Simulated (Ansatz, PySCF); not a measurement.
This PySCF input computes a CCSD(T)/cc-pVDZ energy:

```python
from pyscf import gto, scf, mp, cc as ccmod

mol = gto.M(
    atom='''
    B     0.17400691   -0.05076612   -0.13535658
    H    -0.03736132   -0.39695810    1.04607708
    H    -0.83267324    0.65078873   -0.36929415
    ''',
    basis='cc-pvdz',
    charge=-1,
    spin=0,
    verbose=4,
)

mf = scf.RHF(mol)
mf.conv_tol = 1e-10
mf.max_cycle = 100
mf.kernel()
mp2 = mp.MP2(mf, frozen=1).run()
cc = ccmod.CCSD(mf, frozen=1)
cc.max_cycle = 100
cc.kernel()
et = cc.ccsd_t()
print(f'E(CCSD(T)) = {cc.e_tot + et:.9f}')
```

Question: Write an input for the same energy in Ansatz (a first-principles code) and say what it gives.

Answer: 
Ansatz 0.2 input:
```yaml
crystal:
  periodic: [false, false, false]
  atoms:
    - {symbol: B, position_ang: [0.17400691, -0.05076612, -0.13535658]}
    - {symbol: H, position_ang: [-0.03736132, -0.39695810, 1.04607708]}
    - {symbol: H, position_ang: [-0.83267324, 0.65078873, -0.36929415]}
basis:
  gaussian:
    orbitals: cc-pVDZ
total_charge: -1
magnetization: {spin_polarized: false}
correlation: {method: ccsd_t, electrons: outside_noble_gas}
```
It gives -25.81968 Eh, and PySCF -25.81968 Eh, a difference of 0.00 mEh.
